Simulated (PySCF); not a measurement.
# Argon: a sound run and one with changed settings

Sound run: Ar⁺ [Ne] 3s2 3p5, Ar²⁺ [Ne] 3s2 3p4. Computed with PySCF 2.14 in 6-31G*, with the non-relativistic Hamiltonian (point nucleus). In the sound run the correlated levels freeze [Ne]. The sound run starts from symmetry-adapted Hartree-Fock orbitals and uses a fine grid where one is needed.

Changed run: scalar relativity by spin-free X2C-1e. This setting is unsound on purpose.

```tsv
species	method	sound run (hartree)	changed run (hartree)	converged
Ar⁺	UHF	-526.23345	-527.82583	yes
Ar⁺	TPSS	-526.93953	-528.53115	yes
Ar⁺	r2SCAN	-526.88505	-528.47663	yes
Ar⁺	MP2	-526.34332	-527.93560	yes
Ar⁺	CCSD(T)	-526.36145	-527.95366	yes
Ar²⁺	UHF	-525.26382	-526.85586	yes
Ar²⁺	TPSS	-525.92476	-527.51608	yes
Ar²⁺	r2SCAN	-525.86777	-527.45913	yes
Ar²⁺	MP2	-525.35301	-526.94496	yes
Ar²⁺	CCSD(T)	-525.37328	-526.96513	yes
```

Ionisation energy of Ar⁺:

| method | sound run (eV) | changed run (eV) |
| --- | --- | --- |
| UHF | 26.385 | 26.394 |
| TPSS | 27.613 | 27.622 |
| r2SCAN | 27.682 | 27.688 |
| MP2 | 26.948 | 26.957 |
| SCS-MP2 | 26.921 | 26.930 |
| CCSD | 26.883 | 26.893 |
| CCSD(T) | 26.889 | 26.899 |

Most of the change in total energy is the relativistic energy itself. On top of that the contraction fixes the core shape for the Hamiltonian it was made with, so the changed run is not a good calculation with the other Hamiltonian either.

For comparison, NIST gives 27.630 eV between the lowest levels.
